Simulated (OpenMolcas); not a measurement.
Predicting a hybrid from its neighbours: GaGeH5

GaGeH5 has 7 atoms, charge 0, and is taken as a singlet. SMILES: `[GaH2][GeH3]`. The shape is that of a PBE0-D4/def2-TZVP optimisation.

The vertical energy of the triplet above the singlet y, in eV, basis def2-SVPD; a is the functional's share of exact exchange. Programs: OpenMolcas 26.06.

| functional | program | a | y (eV) |
| --- | --- | --- | --- |
| revPBE | OpenMolcas | 0 | 3.49 |
| BLYP | OpenMolcas | 0 | 3.57 |
| B3LYP | OpenMolcas | 0.2 | ? |
| PBE0 | OpenMolcas | 0.25 | 3.65 |
| BHLYP | OpenMolcas | 0.5 | 3.88 |

**Question.** Fit y = c + s·a to the known rows and predict B3LYP.

**Answer.** 
1. Means of the 4 rows: a = 0.1875, y = 3.647.
2. Σ(Δa)² = 0.17188, Σ(Δa·Δy) = 0.11687, so the slope is 0.11687/0.17188 = 0.67995.
3. Intercept: 3.647 − (0.67995) × 0.1875 = 3.520. The largest residual of the fit is 0.050.
4. B3LYP: 3.520 + (0.67995) × 0.2 = 3.66 eV.

The run gave 3.71 eV, so the prediction is off by -0.05 eV, about the largest residual. The rows mix families of semi-local functionals, which the line can't see.
